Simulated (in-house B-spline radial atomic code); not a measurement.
The numbers below are computed, except where a source is named.
Te ion on Ti atom: potential, deflection and energy transfer

The pair potential comes from two frozen, spherical free-atom densities (PBE, B-spline radial code, scalar-relativistic past argon): electrostatics plus the change in Thomas-Fermi kinetic and Dirac exchange energy where they overlap, the recipe behind the universal ZBL potential, which averages such potentials (from solid-state densities) over many pairs. It is written V = (Z1 Z2 e²/r) φ(r/a), with e² = 14.3996 eV·Å and a = 0.46850 Å/(Z1^0.23 + Z2^0.23); ZBL's fit is φ = 0.18175 e^(−3.1998x) + 0.50986 e^(−0.94229x) + 0.28022 e^(−0.4029x) + 0.02817 e^(−0.20162x). Where φ falls below 4e-4 it is continued as an exponential.

Masses 127.6 and 47.87 u.

```json
{"x = r/a": "0.1", "φ, this pair": "0.888", "φ, ZBL": "0.8928"}
{"x = r/a": "0.25", "φ, this pair": "0.765", "φ, ZBL": "0.7647"}
{"x = r/a": "0.5", "φ, this pair": "0.6147", "φ, ZBL": "0.6096"}
{"x = r/a": "1", "φ, this pair": "0.4228", "φ, ZBL": "0.4164"}
{"x = r/a": "1.5", "φ, this pair": "0.3052", "φ, ZBL": "0.2995"}
{"x = r/a": "2", "φ, this pair": "0.2278", "φ, ZBL": "0.2218"}
{"x = r/a": "3", "φ, this pair": "0.136", "φ, ZBL": "0.1292"}
{"x = r/a": "4", "φ, this pair": "0.08656", "φ, ZBL": "0.08026"}
{"x = r/a": "5", "φ, this pair": "0.05717", "φ, ZBL": "0.05224"}
{"x = r/a": "6.5", "φ, this pair": "0.03181", "φ, ZBL": "0.02914"}
{"x = r/a": "8", "φ, this pair": "0.01898", "φ, ZBL": "0.01705"}
{"x = r/a": "10", "φ, this pair": "0.01006", "φ, ZBL": "0.008778"}
{"x = r/a": "12", "φ, this pair": "0.005447", "φ, ZBL": "0.00474"}
{"x = r/a": "14.5", "φ, this pair": "0.002663", "φ, ZBL": "0.002328"}
{"x = r/a": "17", "φ, this pair": "0.001359", "φ, ZBL": "0.001212"}
{"x = r/a": "20", "φ, this pair": "0.0006069", "φ, ZBL": "0.0005882"}
```

At x = 2 the electrostatic, kinetic and exchange parts are 9863.64, 8600.24 and -370.2 eV. Find r, V and φ.

a = 0.46850/(2.4813 + 2.0359) = 0.10371 Å, so r = 0.20743 Å. V = 9863.64 + 8600.24 + (-370.2) = 18093.68 eV. The bare repulsion is 52 × 22 × 14.3996/0.20743 = 79416 eV, so φ = 0.2278, +2.7 % against ZBL's 0.2218. The kinetic (Pauli) term is 48 % of V here.

The ion comes in at 58.22 keV with impact parameter 0.0519 Å. The scattering integral gives a centre-of-mass angle of 140.2° and a closest approach of 2.179 a. What are the reduced energy, the energy passed on and the laboratory angles?

ε = E a M2/(Z1 Z2 e² (M1 + M2)) = 58220 × 1.7176e-06 = 0.1. The most that one collision can pass on is γE with γ = 4 M1 M2/(M1 + M2)² = 0.7935. Here T = γE sin²(θ/2) = 0.7935 × 58220 × 0.8841 = 40840 eV. The ion turns by arctan(sin θ/(cos θ + M1/M2)) = 18.6°, and the struck atom leaves at (180° − θ)/2 = 19.9°. The closest approach is 0.226 Å. With ZBL the angle would be 139.86° and T = 40760 eV.
